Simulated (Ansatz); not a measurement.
# CH6BSn: where a starting geometry ends

The starting geometry of this gas-phase doublet was optimised with GFN2-xTB.

```xyz
9

C    -0.3169    0.0208    0.9059
B    -0.1248    0.5633   -0.5951
Sn    0.2940   -1.3750   -2.0611
H    -1.0860    1.0098   -1.1481
H     0.5157   -0.5891    1.2538
H    -1.2306   -0.5539    1.0525
H     1.5965   -2.3757   -1.1969
H     0.9134    1.0985   -0.8522
H    -0.3783    0.8739    1.5819
```

Question: Predict what it relaxes into with PBE0-D3(BJ)/def2-SVP.

Answer: A new bond forms, giving a structure with H8 bridging Sn3 and B2, given below by its coordinates. Contacts that close: Sn3–H8 (2.82 → 2.11 Å).

The energy falls by 0.34 eV over 10 steps:

```tsv
step	E − E(last) (eV)
1	0.345
2	0.226
3	0.097
4	0.023
5	0.006
6	0.002
7	0.000
8	0.000
9	0.000
10	0.000
```

Final geometry (Å):

| atom | x (Å) | y (Å) | z (Å) |
| --- | --- | --- | --- |
| C | -0.3561 | -0.0126 | 0.9353 |
| B | -0.2922 | 0.4227 | -0.5760 |
| Sn | 0.4877 | -1.1941 | -2.1293 |
| H | -1.1151 | 1.1260 | -1.1150 |
| H | 0.3842 | -0.7716 | 1.2293 |
| H | -1.3600 | -0.3653 | 1.2188 |
| H | 1.7064 | -1.9969 | -1.1085 |
| H | 0.8884 | 0.5783 | -1.0662 |
| H | -0.1604 | 0.8862 | 1.5523 |

Frequencies at the end are all real (lowest 143 cm⁻¹). Open shells are spin-unrestricted. Atoms past krypton carry core potentials, without spin–orbit terms. Run with Ansatz 0.2.0, 78 s on 2 threads of Intel(R) Xeon(R) Processor @ 2.50GHz (Skylake/Cascade Lake) (shared host).
